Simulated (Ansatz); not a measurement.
Abridged output of a molecular run in Ansatz:

```
Functional definition: HF
1454 factors; integrals over basis functions are off by at most 9.4e-4 eV
mean field evaluation 1: about -23532.0848 eV, gradient 3.2e1 eV
mean field evaluation 2: about -23532.3798 eV, gradient 3.2e1 eV
mean field evaluation 4: about -23535.4792 eV, gradient 4.4e0 eV
mean field evaluation 8: about -23535.5582 eV, gradient 3.8e-1 eV
mean field -23535.55935222 eV, -864.9158532190 hartree, gradient 7.8e-6 eV, S^2 0.000000; 0 other end points of the search recorded, 0 dependent functions left out
13 core orbitals not correlated: weight in the atoms' cores, before any rotation towards them, 1.000 or more for the frozen orbitals, at most 0.000 for the correlated occupied ones
reference -23535.55935222 eV, -864.9158532190 hartree; 14, 14 occupied and 220, 220 virtual orbitals, 1454 factors
second order -21.52662332 eV of doubles, -0.00000000 eV of singles
cycle   1  -22.04272075 eV  change   -5.2e-1 eV  update   1.1e-1
cycle   2  -22.67241421 eV  change   -6.3e-1 eV  update   3.3e-2
cycle   3  -22.78997921 eV  change   -1.2e-1 eV  update   1.5e-2
cycle   4  -22.78267287 eV  change    7.3e-3 eV  update   3.8e-3
cycle   5  -22.78361177 eV  change   -9.4e-4 eV  update   1.7e-3
cycle   6  -22.78369303 eV  change   -8.1e-5 eV  update   3.9e-4
cycle   7  -22.78353273 eV  change    1.6e-4 eV  update   1.4e-4
cycle   8  -22.78353728 eV  change   -4.6e-6 eV  update   5.1e-5
cycle   9  -22.78354248 eV  change   -5.2e-6 eV  update   1.7e-5
perturbative correction -1.09167781 eV, -0.0401184194 hartree
Total energy: -23559.43457250 eV, -865.7932513811 hartree
```

Its atoms:

Cartesian coordinates in Å:
```
Si 0.968 -0.420 -1.345
C -0.172 0.036 0.017
C -1.323 0.352 0.515
Cl -2.953 0.635 0.237
C -0.278 0.312 1.536
H 1.580 -1.741 -1.050
H 0.224 -0.484 -2.627
H 2.049 0.595 -1.439
H 0.132 1.243 1.929
H -0.226 -0.529 2.226
```

**Question.** Which basis set was used?
A. def2-TZVPP
B. def2-TZVPPD
C. cc-pV(Q+d)Z
D. cc-pV(D+d)Z

**Answer.** A. It gives 247 functions.

**Question.** Write the keys of the input that set method, charge and spin (a neutral closed shell needs none for the last two).

**Answer.** 
```yaml
correlation: {method: ccsd_t}
```
